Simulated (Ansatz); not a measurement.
BF2H3Si, SMILES `B[SiH](F)F` at its PBE0-D4/def2-TZVP geometry, where that method's forces vanish. Charge 0, multiplicity 1.

```xyz
7

B     0.7476   -0.9663    0.0474
Si   -0.4740    0.6313   -0.0146
F    -0.3306    1.4221   -1.3912
F    -2.0049    0.1997    0.0891
H     0.4609   -1.9330    0.6870
H     1.8079   -0.9489   -0.5015
H    -0.2068    1.5952    1.0838
```

(1) What forces (eV/Å) does B3LYP-D4/def2-TZVPP give on these atoms in Ansatz? (Best estimate.)

Answers

(1) Computed: 
```
B1   0.085 -0.104  0.011
Si2  0.185  0.015  0.221
F3   0.027  0.107 -0.185
F4  -0.206 -0.063  0.020
H5   0.035  0.102 -0.071
H6  -0.114 -0.007  0.061
H7  -0.013 -0.051 -0.056
```

B3LYP here is the variant with VWN-RPA as its local correlation; programs differ in this.
